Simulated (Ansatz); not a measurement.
`B[C](=C)[SnH3]` + `[NH2][GeH3]` → `BC(=C)[NH][GeH3]` + `[SnH4]`  (substitution at a C–Sn bond)

Isolated molecules relaxed with PBE0-D4/def2-TZVP in Ansatz; ΔE leaves out vibrations. CCSD(T)/CBS adds triple-zeta CCSD(T) − MP2 to the extrapolated MP2 energy (def2 sets, frozen cores). DFT in def2-TZVPP. B3LYP here is the variant with VWN-RPA as its local correlation; programs differ in this. Elements past krypton have def2 core potentials. For Ge, Sn outer-core shells are correlated without core-valence functions, which leaves a few kJ/mol of doubt a bond. Scalar relativity is left out up to krypton. Each species was taken in one conformer, which may not be the lowest.

CCSD(T)/CBS gives +0.22 eV.

**Question.** Another level gave +0.03 eV. Which?
A. r2SCAN-D4/def2-TZVPP
B. B3LYP/def2-TZVPP
C. CCSD(T)/def2-TZVPP
D. SCS-MP2/def2-TZVPP

**Answer.** A. r2SCAN-D4 0.03, SCS-MP2/def2-TZVPP 0.22, CCSD(T)/def2-TZVPP 0.18, B3LYP 0.08 eV.

Largest T1 diagnostic among the species: 0.013.

From PBE to PBE0 (25 % exact exchange), in def2-TZVPP and without D4, ΔE moves by +0.04 eV.
